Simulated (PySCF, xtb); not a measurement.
CHCl, SMILES [CH]Cl (connectivity only; charge and spin as stated), neutral, multiplicity 1.

GFN2-xTB (xtb 6.7.1) at its own geometry gives an orbital gap of 1.27 eV and a dipole moment of 1.71 D.

The structure is a stationary point at PBE0-D3(BJ)/def2-TZVPD. The isomer is the one that the SMILES or the coordinates give; other isomers of the formula were not compared.

Task: What does PBE/def2-TZVPD in PySCF give? (The exact figures need the calculation; the answer reports its results.)

Result: gap 1.17 eV (levels -5.65 and -4.47 eV), dipole 1.60 D.
